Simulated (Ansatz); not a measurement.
C2H10BNSi can be A, `BN([SiH3])CC`, or B, `CN(C)B[SiH3]`.

Program: Ansatz. Geometries: PBE0-D4/def2-TZVP. ΔE: electronic, gas phase. CCSD(T)/CBS is the MP2 limit (def2-TZVPP, def2-QZVPP) plus CCSD(T) − MP2 in def2-TZVPP, frozen cores. DFT in def2-TZVPP. Each species was taken in one conformer, which may not be the lowest.

Question: Which is lower in electronic energy at CCSD(T)/CBS, and by how much? (Best estimate.)

Answer: Ansatz gave: A, by 80.9 kJ/mol.

Question: Give E(B) − E(A) in kJ/mol with ωB97M-V, PBE-D4, CCSD/def2-TZVPP, PBE0-D4, r2SCAN-D4, MP2/def2-TZVPP, B2PLYP. (An estimate is asked.)

Answer: The calculation gave: ωB97M-V 82.4, PBE-D4 58.8, CCSD/def2-TZVPP 81.6, PBE0-D4 66.8, r2SCAN-D4 72.4, MP2/def2-TZVPP 88.4, B2PLYP 79.7. None reverses the order clearly.

Largest T1 diagnostic: 0.013.

In def2-TZVPP, CCSD(T) changes the Hartree–Fock value by −16.7 kJ/mol (the triples alone add −2.5 kJ/mol) and MP2 by −7.4 kJ/mol. From PBE to PBE0 (25 % exact exchange), in def2-TZVPP and without D4, E(B) − E(A) moves by +8.4 kJ/mol.
